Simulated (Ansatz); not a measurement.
System: CH4FSi (charge -1, singlet). It need not be the lowest isomer of its formula. Whether it binds its extra electron was not tested at this geometry. 
Coordinates optimised at B3LYP-D3(BJ)/def2-TZVP (Ansatz, a first-principles code):
```
Si
F 1 1.6783
C 1 1.7464 2 123.48
H 3 1.0884 1 121.24 2 -78.31
H 3 1.0884 4 113.71 1 -158.25
H 1 1.5043 2 98.38 3 125.03
H 1 1.5043 6 108.22 2 -101.74
```
Charge -1, spin multiplicity 1.

Basis-set convergence of Hartree-Fock and CCSD(T) correlation energies (hartree) with Ansatz. Correlated levels leave the core frozen unless marked. No spin-orbit coupling. No relativistic terms.

```tsv
basis	functions	E(HF)	E(corr, CCSD(T))	rough core time
aug-cc-pV(D+d)Z	114	-428.61437	-0.53028	under 20 s
aug-cc-pV(T+d)Z	239	(withheld)	(withheld)	80 s
```

Task: Some entries are withheld; supply them.

Result: 
- aug-cc-pV(T+d)Z, E(HF): -428.66697
- aug-cc-pV(T+d)Z, E(corr, CCSD(T)): -0.63649
